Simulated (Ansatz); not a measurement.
The same substitution along the group O, S, Se, Te.

Gas-phase electronic energies from Ansatz, PBE0-D4/def2-TZVP geometries. CBS: MP2 limit from def2 TZ/QZ plus the TZ coupled-cluster correction, frozen cores. This one scheme is used for every species. DFT in def2-TZVPP. Elements past krypton have def2 core potentials. For Se, Te outer-core shells are correlated without core-valence functions, which leaves a few kJ/mol of doubt a bond. Scalar relativity is left out up to krypton. One conformer a species, not always the lowest.

```
                                      reaction  ωB97X-V (eV)  B2PLYP (eV)  CCSD(T)/CBS(def2) (eV)
        `CC[SiH2]O` + HCl → `O[SiH2]CCl` + CH₄          0.11         0.09                    0.12
        `CC[SiH2]S` + HCl → `S[SiH2]CCl` + CH₄          0.16         0.13                    0.17
`CC[SiH2][SeH]` + HCl → `ClC[SiH2][SeH]` + CH₄          0.17         0.14                    0.19
`CC[SiH2][TeH]` + HCl → `ClC[SiH2][TeH]` + CH₄          0.17         0.14                    0.19
```

Largest T1 diagnostic: 0.010, for `ClC[SiH2][TeH]`.
